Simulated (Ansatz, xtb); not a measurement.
## Relative energy of two isomers of C6H8O

Structure a: `C#C[C@@H](C)CC=O`, a singlet. Structure b: `C#CC[C@@H](C)C=O`, a singlet. Both are isolated molecules in the gas phase, relaxed with PBE-D3(BJ)/def2-SVP, each in the lowest conformer that the search found.

Task: Estimate E(b) − E(a) at the level CCSD(T)/def2-SVP + ΔMP2/def2-TZVPP.

Result: CCSD(T)/def2-SVP + ΔMP2/def2-TZVPP gives E(b) − E(a) = +0.50 kcal/mol, slightly favouring structure a, which is too small a margin to settle the true order.

Level by level:

```json
{"level": "GFN2-xTB", "geometry": "GFN2-xTB", "E(b) − E(a) (kcal/mol)": "+0.07", "departure from the last row (kcal/mol)": "−0.43", "job, with rough time for the two": "optimisation, 0.17 s"}
{"level": "HF/STO-3G", "geometry": "GFN2-xTB", "E(b) − E(a) (kcal/mol)": "−0.42", "departure from the last row (kcal/mol)": "−0.92", "job, with rough time for the two": "single point, 0.56 s"}
{"level": "r2SCAN-D4/def2-SVP", "geometry": "GFN2-xTB", "E(b) − E(a) (kcal/mol)": "+0.39", "departure from the last row (kcal/mol)": "−0.11", "job, with rough time for the two": "single point, 7.2 s"}
{"level": "PBE-D3(BJ)/def2-SVP", "geometry": "PBE-D3(BJ)/def2-SVP", "E(b) − E(a) (kcal/mol)": "+0.29", "departure from the last row (kcal/mol)": "−0.21", "job, with rough time for the two": "optimisation, 52 s"}
{"level": "HF/def2-SVP", "geometry": "PBE-D3(BJ)/def2-SVP", "E(b) − E(a) (kcal/mol)": "+0.37", "departure from the last row (kcal/mol)": "−0.13", "job, with rough time for the two": "part of the CCSD(T) run"}
{"level": "MP2/def2-SVP", "geometry": "PBE-D3(BJ)/def2-SVP", "E(b) − E(a) (kcal/mol)": "+0.54", "departure from the last row (kcal/mol)": "+0.04", "job, with rough time for the two": "part of the CCSD(T) run"}
{"level": "CCSD(T)/def2-SVP", "geometry": "PBE-D3(BJ)/def2-SVP", "E(b) − E(a) (kcal/mol)": "+0.46", "departure from the last row (kcal/mol)": "−0.04", "job, with rough time for the two": "single point"}
{"level": "CCSD(T)/def2-SVP + ΔMP2/def2-TZVPP", "geometry": "PBE-D3(BJ)/def2-SVP", "E(b) − E(a) (kcal/mol)": "+0.50", "departure from the last row (kcal/mol)": "", "job, with rough time for the two": "single point, 2.4 min"}
```

As drawn, both hold the same kinds of bond in the same numbers.

The largest departure from CCSD(T)/def2-SVP + ΔMP2/def2-TZVPP is that of HF/STO-3G, 0.92 kcal/mol. The last row adds to CCSD(T) the change of the MP2 difference between the two basis sets, here +0.04 kcal/mol.

With thermal terms from frequencies at re-optimised GFN2-xTB minima (ideal gas, soft modes damped towards free rotors, one conformer each, 298.15 K, 1 atm): the zero-point term adds +0.05 kcal/mol; ΔH is +0.59 and ΔG +0.35 kcal/mol.

The correlated steps freeze 7 core orbitals. Codes used: Ansatz 0.2.0, xtb 6.7.1; the last row on 2 threads of Arm Neoverse V1 on a shared host.
